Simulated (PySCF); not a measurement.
Vibration and rotation of PSe⁺

RHF-CCSD(T) constants of PSe⁺, ¹Σ⁺ (singlet), closed shell (PySCF, spin-free X2C with a Gaussian nucleus, basis sets P jorge-DZP-DKH, Se jorge-DZP-DKH; masses 30.9738 and 79.9165 u):

```
ωe              : 624.6 cm⁻¹
ωexe            : 2.26 cm⁻¹
Be              : 0.19195 cm⁻¹
αe              : 0.000823 cm⁻¹
D (centrifugal) : 7.25e-08 cm⁻¹
De to P + Se⁺   : 4.30 eV
```

Question: Give the vibrational terms G(v) and spacings up to v = 6.

Answer: G(v) = ωe(v+½) − ωexe(v+½)².

| v | G(v) (cm⁻¹) | G(v) − G(v−1) | Bv (cm⁻¹) |
| --- | --- | --- | --- |
| 0 | 311.7 |  | 0.1915 |
| 1 | 931.8 | 620.1 | 0.1907 |
| 2 | 1547.4 | 615.6 | 0.1899 |
| 3 | 2158.4 | 611.0 | 0.1891 |
| 4 | 2764.9 | 606.5 | 0.1882 |
| 5 | 3366.9 | 602.0 | 0.1874 |
| 6 | 3964.4 | 597.5 | 0.1866 |

Question: How well does the Morse estimate ωe²/(4ωexe) reproduce De, and what is D0?

Answer: It gives 5.35 eV, 124 % of the computed De. D0 = De − G(0) = 4.30 − 0.04 = 4.26 eV.

Correlated steps freeze 14 core orbitals. Correlated levels converge slowly with the basis: in double zeta they bind strong bonds too weakly, by up to about 1 eV, and carry superposition errors of some tenths. For an ion De counts to the pair picked by the measured ionisation energies or electron affinities, which need not be the lowest pair at this level. Where the molecule has an RHF reference, its open-shell atoms are computed with UHF. The CCSD T1 diagnostic is raised, a sign that a single reference may not be enough here.
